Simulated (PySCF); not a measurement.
**Cl²⁺ (chlorine, charge +2) across methods**

[Ne] 3s2 3p2 3d1, one real determinant (an excited configuration). Computed with PySCF 2.14 in dyall-av3z, with the spin-free X2C one-electron Hamiltonian (Gaussian nucleus).

```json
{"method": "TPSSh", "E (hartree)": "-459.5338", "mean ε 3s β (eV)": "-45.352", "mean ε 3p α (eV)": "-35.952", "mean ε 3d α (eV)": "-16.336", "Σ⟨r²⟩ (bohr²)": "17.86", "⟨S²⟩": "3.750"}
{"method": "PBE0", "E (hartree)": "-459.3668", "mean ε 3s β (eV)": "-46.370", "mean ε 3p α (eV)": "-36.905", "mean ε 3d α (eV)": "-16.785", "Σ⟨r²⟩ (bohr²)": "17.95", "⟨S²⟩": "3.750"}
{"method": "wB97M-V", "E (hartree)": "-459.4872", "mean ε 3s β (eV)": "-49.211", "mean ε 3p α (eV)": "-38.943", "mean ε 3d α (eV)": "-18.685", "Σ⟨r²⟩ (bohr²)": "18.03", "⟨S²⟩": "3.750"}
{"method": "LDA", "E (hartree)": "-458.0040", "mean ε 3s β (eV)": "-45.011", "mean ε 3p α (eV)": "-34.935", "mean ε 3d α (eV)": "-15.713", "Σ⟨r²⟩ (bohr²)": "17.95", "⟨S²⟩": "3.750"}
{"method": "r2SCAN", "E (hartree)": "-459.4755", "mean ε 3s β (eV)": "-45.018", "mean ε 3p α (eV)": "-35.612", "mean ε 3d α (eV)": "-15.994", "Σ⟨r²⟩ (bohr²)": "18.03", "⟨S²⟩": "3.751"}
{"method": "M06-L", "E (hartree)": "-459.4915", "mean ε 3s β (eV)": "-44.818", "mean ε 3p α (eV)": "-35.251", "mean ε 3d α (eV)": "-15.770", "Σ⟨r²⟩ (bohr²)": "17.79", "⟨S²⟩": "3.751"}
{"method": "UHF", "E (hartree)": "-458.88989", "mean ε 3s β (eV)": "-49.742", "mean ε 3p α (eV)": "-42.067", "mean ε 3d α (eV)": "-18.735", "Σ⟨r²⟩ (bohr²)": "18.52", "⟨S²⟩": "3.752"}
{"method": "PBE", "E (hartree)": "-459.3475", "mean ε 3s β (eV)": "-44.744", "mean ε 3p α (eV)": "-34.955", "mean ε 3d α (eV)": "-15.894", "Σ⟨r²⟩ (bohr²)": "17.90", "⟨S²⟩": "3.750"}
{"method": "revPBE", "E (hartree)": "-459.4599", "mean ε 3s β (eV)": "-44.648", "mean ε 3p α (eV)": "-34.943", "mean ε 3d α (eV)": "-15.915", "Σ⟨r²⟩ (bohr²)": "17.89", "⟨S²⟩": "3.750"}
```

⟨L²⟩ = 7.93 against 12 for a pure F term, so this real determinant mixes terms. The outer electron is Rydberg-like, and this basis confines it to a smaller radius and binds it less than a complete one would.
